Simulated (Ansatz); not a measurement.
`OB(O[SiH3])O[SiH3]` + CH₄ → `CB(O[SiH3])O[SiH3]` + H₂O  (formal exchange of groups at a B–O bond)

Computed with Ansatz on PBE0-D4/def2-TZVP structures; ΔE is electronic, products minus reactants. CCSD(T)/CBS is the MP2 limit (def2-TZVPP, def2-QZVPP) plus CCSD(T) − MP2 in def2-TZVPP, frozen cores. This one scheme is used for every species. Each species was taken in one conformer, which may not be the lowest.

| species | CCSD(T)/CBS(def2) energy (Eh) |
| --- | --- |
| `OB(O[SiH3])O[SiH3]` | -832.91694 |
| CH₄ | -40.46206 |
| `CB(O[SiH3])O[SiH3]` | -796.95379 |
| H₂O | -76.37941 |

Question: Work out ΔE.

Answer: ΔE = (-796.95379) + (-76.37941) − (-832.91694) − (-40.46206) = 0.04580 Eh = +28.7 kcal/mol.

Largest T1 diagnostic among the species: 0.012.

The D4 term adds −0.9 kcal/mol with B3LYP and −0.5 kcal/mol with PBE0; it sums over pairs of atoms, weighted by their polarisabilities, and B3LYP, whose exchange is more repulsive, gets the larger term. In def2-TZVPP, CCSD(T) changes the Hartree–Fock value by −3.9 kcal/mol (the triples alone add −0.4 kcal/mol) and MP2 by −4.0 kcal/mol.

B3LYP here is the variant with VWN-RPA as its local correlation; programs differ in this.
